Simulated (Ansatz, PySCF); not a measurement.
Species: C$_{3}$H$_{11}$NSi, net charge 0, singlet state. SMILES: C[Si](C)(N)C
Structure (B3LYP-D3(BJ)/def2-TZVP (Ansatz, a first-principles code) minimum search):
```
Si
N 1 1.7335
H 2 1.0084 1 120.20
H 2 1.0084 3 110.35 1 146.78
C 1 1.8740 2 107.07 3 -48.35
H 5 1.0916 1 111.07 2 -60.03
H 5 1.0925 6 108.17 1 122.09
H 5 1.0933 6 107.85 7 115.79
C 1 1.8740 2 107.07 3 -168.11
H 9 1.0916 1 111.07 2 60.03
H 9 1.0925 10 108.17 1 -122.09
H 9 1.0933 10 107.85 11 -115.79
C 1 1.8816 2 113.91 3 71.77
H 13 1.0929 1 111.16 2 -59.91
H 13 1.0929 14 107.59 1 -121.92
H 13 1.0934 14 107.68 15 -115.82
```
Charge 0, spin multiplicity 1.

Property: atomisation energy (electronic, to ground-state atoms); the coupled-cluster value holds the core correlation from cc-pwCVTZ, in eV. Valence correlation only, unless marked. Open shells are spin-unrestricted. Spin-orbit coupling is left out. No relativistic terms. CBS marks a two-point X^-3 extrapolation of the correlation energy; Hartree-Fock from the larger set. [CCSD(T)-MP2]/basis is that difference in the basis named.

Level to compare with: RI-MP2/CBS(cc-pV(T+d)Z,cc-pV(Q+d)Z)+[CCSD(T)-MP2]/cc-pV(T+d)Z plus the core term (Ansatz), 62.43 eV. It is a level with limits of its own, and the differences hold the functionals' basis error too.

**Question.** Rank these functionals by how close they come to RI-MP2/CBS(cc-pV(T+d)Z,cc-pV(Q+d)Z)+[CCSD(T)-MP2]/cc-pV(T+d)Z, closest first: M06-2X/def2-TZVPD (PySCF); PBE0/def2-TZVPD (Ansatz); PBE/def2-TZVPD (Ansatz).

**Answer.** PBE/def2-TZVPD (GGA, 62.41 eV, difference -0.02), M06-2X/def2-TZVPD (hybrid meta-GGA, 62.01 eV, difference -0.42), PBE0/def2-TZVPD (global hybrid, 61.86 eV, difference -0.57)
